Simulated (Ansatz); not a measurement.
One change: `CB[SiH](O)Cl` becomes `CB[SiH](O)[SiH3]`.

Ansatz, PBE0-D4/def2-TZVP geometries, multiplicity 1. Each molecule was computed in one conformer, which needn't be the lowest.

```
                                          property  `CB[SiH](O)Cl`
               HOMO–LUMO gap (PBE/def2-TZVPP) / eV            3.47
               LUMO energy (B3LYP/def2-TZVPP) / eV           -2.21
               HOMO energy (B3LYP/def2-TZVPP) / eV           -7.55
                 HOMO energy (PBE/def2-TZVPP) / eV           -6.45
              HOMO–LUMO gap (PBE0/def2-TZVPP) / eV            5.70
size of the dipole moment (ωB97M-V/def2-TZVPP) / D            2.63
```

Question: What does the change do to each property? (Estimate.)

Answer: The calculation gave: 
| property | `CB[SiH](O)[SiH3]` | shift |
| --- | --- | --- |
| HOMO–LUMO gap (PBE/def2-TZVPP) / eV | 3.09 | -0.38 |
| LUMO energy (B3LYP/def2-TZVPP) / eV | -2.17 | 0.04 |
| HOMO energy (B3LYP/def2-TZVPP) / eV | -6.97 | 0.58 |
| HOMO energy (PBE/def2-TZVPP) / eV | -6.00 | 0.45 |
| HOMO–LUMO gap (PBE0/def2-TZVPP) / eV | 5.16 | -0.54 |
| size of the dipole moment (ωB97M-V/def2-TZVPP) / D | 1.81 | -0.82 |

Dipoles are sizes alone; their direction can turn.

B3LYP here is the variant with VWN-RPA as its local correlation; programs differ in this.
